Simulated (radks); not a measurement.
Results of a calculation; reference values are marked as such.
Task: The mean radii <r> (bohr) of the occupied orbitals of an atom or ion are listed with their occupations. Level of theory: scalar-relativistic Kohn-Sham, PBE, spin-unpolarised, spherical densities, finite nucleus; Fermi nuclear charge, rms radius of each element as measured or else 0.836 A^(1/3) + 0.57 fm (a radial shooting solver on a logarithmic mesh with Libxc functionals).

| orbital | occ. | <r> |
|---|---|---|
| 1s | 2 | 0.03707 |
| 2s | 2 | 0.1626 |
| 2p | 6 | 0.1417 |
| 3s | 2 | 0.4584 |
| 3p | 6 | 0.4621 |
| 3d | 10 | 0.4525 |
| 4s | 2 | 1.212 |
| 4p | 6 | 1.363 |
| 4d | 2 | 2.009 |

Name the element and its charge.

Result: Z = 40, zirconium, charge +2: Zr2+ in [Kr] 4d2. The 1s radius gives Z: for a bare nucleus <r> = (2 gamma + 1)/(2Z) with gamma = sqrt(1 - (Z/c)^2), 0.03641 bohr for Z = 40, and screening makes it slightly larger (0.03707 here). The occupations add up to 38, and the charge is Z minus that.
